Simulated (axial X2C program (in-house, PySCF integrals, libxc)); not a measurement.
Low determinants of RhC at the PBE0 level, spin-free

Computed with an in-house relativistic program for diatomic molecules. Spin-free means the one-electron spin-free X2C Hamiltonian. Basis: Rh dyall-cv3z [12s12p8d5f3g], C dyall-v3z [7s6p2d1f] (cores contracted in-house); Gaussian nuclei, density fitting, unrestricted open shells. Masses: Rh 102.906 u, C 12.000 u.

Search at 1.591 Å (vertical energies from the lowest determinant):

```csv
ΔE (eV),state,electrons beyond evenly filled partner blocks,"electrons in σ, π, δ, φ"
0.00,"M_S = 1/2, Λ = 0",σα,23 20 8 0
1.16,"M_S = 1/2, Λ = 1",π+α,22 21 8 0
1.99,"M_S = 1/2, Λ = 2","δ+α, δ+β, δ-α",24 20 7 0
2.21,"M_S = 3/2, Λ = 3","σα, π+α, δ+α, δ+β, δ-α",23 21 7 0
2.21,"M_S = 3/2, Λ = 1","σα, π-α, δ+α, δ+β, δ-α",23 21 7 0
2.57,"M_S = 1/2, Λ = 3","σα, π+α, δ+α, δ+β, δ-β",23 21 7 0
```

Lowest determinant, M_S = 1/2, Λ = 0 (beyond evenly filled blocks: σα): Re = 1.588 Å, ωe = 1133.7 cm⁻¹.

The determinant in row 2 of the search, M_S = 1/2, Λ = 1 (beyond evenly filled blocks: π+α), was followed along the bond at PBE0; measured from the minimum of the lowest determinant it gives:

Te = 1.124 eV (9062 cm⁻¹), Re = 1.631 Å, ωe = 1017.3 cm⁻¹.

The determinant in row 3 of the search, M_S = 1/2, Λ = 2 (beyond evenly filled blocks: δ+α, δ+β, δ-α), was followed along the bond at PBE0; measured from the minimum of the lowest determinant it gives:

Te = 1.836 eV (14812 cm⁻¹), Re = 1.677 Å, ωe = 939.3 cm⁻¹.

Task: Compare the bond of the determinant in row 2 with that of the lowest one.

Result: At PBE0 its Re is 0.043 Å longer and its force constant, which goes as ωe², is 0.81 times that of the lowest determinant. T0 ≈ Te + Δωe/2 = 9062 + (-58) = 9004 cm⁻¹.

The search compares states at one distance, so a state with another bond length can lie lower; it is not exhaustive and yields mostly the lowest determinant of each block pattern, so other components and higher states of one pattern are missing. These are energies of single determinants, not of spin-adapted states; PBE0 term energies can be off by some tenths of an eV, and the functional has no current term. Row 3 is spin-contaminated (⟨S²⟩ = 0.77 against 0.75), so its values are not those of a pure state.
